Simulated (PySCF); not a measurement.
**Electron correlation in Fe (iron, neutral)**

[Ar] 3d7 4s1, high-spin 5F determinant (an excited configuration). Computed with PySCF 2.14 in aug-cc-pVDZ-DK, with the spin-free X2C one-electron Hamiltonian (Gaussian nucleus). Frozen: [Ar]; 8 electrons correlated.

| level | correlation energy (mhartree) |
| --- | --- |
| CCSD | -198.26 |
| (T) | -8.02 |
| CCSD(T) | -206.28 |

Diagnostics: T1 = 0.029, D1 = 0.0598, largest double amplitude 0.031.

Cost of the coupled-cluster step: roughly 4 core-seconds, for 8 correlated electrons.
